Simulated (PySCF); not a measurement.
# Sb⁺: ionisation energy

Sb⁺ [Kr] 4d10 5s2 5p2 (3P) → Sb²⁺ [Kr] 4d10 5s2 5p1 (2P), as a difference of total energies. All numbers are calculated (PySCF 2.14, scalar relativity by spin-free X2C-1e, in aug-cc-pwCVTZ-DK3). Correlated levels: valence: [Kr] 4d10 frozen; valence and next inner shell: [Ar] 3d10 frozen. The calculations carry no spin-orbit coupling.

```json
{"method": "UHF", "ionisation energy (eV)": "16.000"}
{"method": "LDA", "ionisation energy (eV)": "16.667"}
{"method": "PBE", "ionisation energy (eV)": "16.471"}
{"method": "PBE0", "ionisation energy (eV)": "16.534"}
{"method": "M06-L", "ionisation energy (eV)": "16.158"}
{"method": "r2SCANh", "ionisation energy (eV)": "16.659"}
{"method": "CAM-B3LYP", "ionisation energy (eV)": "16.549"}
{"method": "MP2 (valence)", "ionisation energy (eV)": "16.330"}
{"method": "SCS-MP2 (valence)", "ionisation energy (eV)": "16.267"}
{"method": "SCS-MP2 (valence and next inner shell)", "ionisation energy (eV)": "16.414"}
```

Q: Estimate what MP2 (valence and next inner shell) gives.

A: 16.540 eV, closest to PBE0 among the rows shown.

Q: Estimate what r2SCAN gives.

A: 16.648 eV, closest to r2SCANh among the rows shown.

A first-order spin-orbit estimate (lowest level to lowest level, LS coupling) adds -0.068 eV.

Errors of the correlated levels include the incompleteness of this basis and the frozen core.

For comparison: 16.626 ± 0.025 eV (measured; NIST Atomic Spectra Database, ionization energies).
